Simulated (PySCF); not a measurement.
WO2(OMe)2, C2H6O4W (singlet state).
Z-matrix (Å and degrees, PBE0-D3(BJ)/def2-SVP geometry), rows numbered from 1:
```
W 
O   1  1.7090
O   1  1.7086  2  106.15
O   1  1.8660  2  110.01  3  -119.06
C   4  1.3985  1  145.13  2    49.49
H   5  1.1025  4  110.88  1   -52.25
H   5  1.1008  4  108.86  1  -171.88
H   5  1.1024  4  110.58  1    68.74
O   1  1.8655  2  110.03  3   118.69
C   9  1.3990  1  144.74  2   -64.16
H  10  1.1025  9  110.83  1   -53.94
H  10  1.1007  9  108.87  1  -173.53
H  10  1.1024  9  110.61  1    67.04
```

Level of theory: PySCF, TDDFT CAM-B3LYP/def2-SVPD, vertical, gas phase, core orbitals frozen in the response, def2 core potentials past Kr. Spin–orbit coupling is left out.

```tsv
state	E (eV)	λ (nm)	f	main configurations (H = HOMO, L = LUMO)
S1	5.68	218.3	0.0048	H→L+1 (52%), H→L (41%)
S2	5.74	216.1	0.0062	H→L (49%), H→L+1 (42%)
S3	5.92	209.5	0.0000	H-1→L (95%)
S4	6.24	198.7	0.0003	H-3→L (78%), H-2→L (14%)
S5	6.36	194.8	0.0000	H→L+3 (83%)
S6	6.53	189.9	0.0002	H-4→L (57%), H-1→L+1 (36%)
S7	6.54	189.6	0.0053	H-2→L (41%), H-5→L (36%), H-3→L+1 (10%)
S8	6.71	184.9	0.013	H-5→L (51%), H-3→L+1 (26%), H-2→L (8%)
S9	6.86	180.8	0.0001	H-4→L+1 (83%)
S10	6.97	177.8	0.0016	H-2→L+1 (67%), H-3→L+1 (19%)
```

Triplets, Tamm–Dancoff:

```
state  E (eV)  λ (nm)  main configurations (H = HOMO, L = LUMO)
   T1    5.04   246.1                                 H→L (87%)
   T2    5.38   230.5                               H→L+1 (92%)
   T3    5.70   217.4                H-1→L (59%), H-1→L+1 (21%)
   T4    5.72   216.6                H-1→L+1 (45%), H-1→L (28%)
```

The lowest singlet comes at 218 nm (548 kJ/mol) in the ultraviolet; it is very weak; its leading configuration is HOMO→LUMO+1 (52%). The most intense listed level is S8 at 6.71 eV (185 nm, f = 0.013), 1.03 eV above S1. For S1 the Löwdin share of tungsten is 6% in HOMO and 57% in LUMO+1 (ligand-to-metal charge transfer by this measure). Orbital energies (eV): HOMO-3 -10.56, HOMO-2 -10.53, HOMO-1 -10.32, HOMO -10.06, LUMO -0.35, LUMO+1 0.17, LUMO+2 0.51. Weighted by f, the mean energy of these states is 6.34 eV. Of the 10 states listed, 1 reaches f = 0.01 and 5 stay under 0.0005. No computed singlet lies in the visible range (380 to 750 nm); the lowest, at 218 nm, stands 2.42 eV above its violet end (3.26 eV). The vertical ionisation energy (ΔSCF) is 10.68 eV, 3.71 eV above S10. The window holds the lowest 10 singlets.
